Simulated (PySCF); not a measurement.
C₅H₅Cl, SMILES C#C[C@H]1C[C@H]1Cl. Atoms are numbered in the order given.

```xyz
11

C      2.4601    -0.5494     0.7216
C      1.4297    -0.7598     0.1211
C      0.2174    -1.0160    -0.6044
C     -1.0901    -1.2359     0.1311
C     -0.8944     0.0079    -0.6589
Cl    -0.7186     1.5458     0.1562
H      3.3715    -0.3577     1.2565
H      0.3578    -1.5843    -1.5310
H     -1.7787    -1.9944    -0.2498
H     -1.0528    -1.1394     1.2185
H     -1.4169     0.1160    -1.6121
```

Coordinates come from a PBE0-D3(BJ)/def2-SVP optimisation.

All values below come from PySCF with M06-2X/def2-TZVP.

The molecule is in vacuum.

Computed frontier levels, gap, dipole moment and polarisability:
The highest occupied level comes out as -8.59 eV and the lowest empty level is 1.35 eV. The orbital gap is 9.95 eV. The dipole moment is 1.90 D and the quadrupole, principal values (traceless, Buckingham form, about the centre of nuclear charge) comes out as -6.50, -2.50, 9.00 D·Å. The mean static polarisability is 65.5 bohr³ (9.71 Å³) and the polarisability, principal values comes out as 49.9, 64.4, 82.2 bohr³.
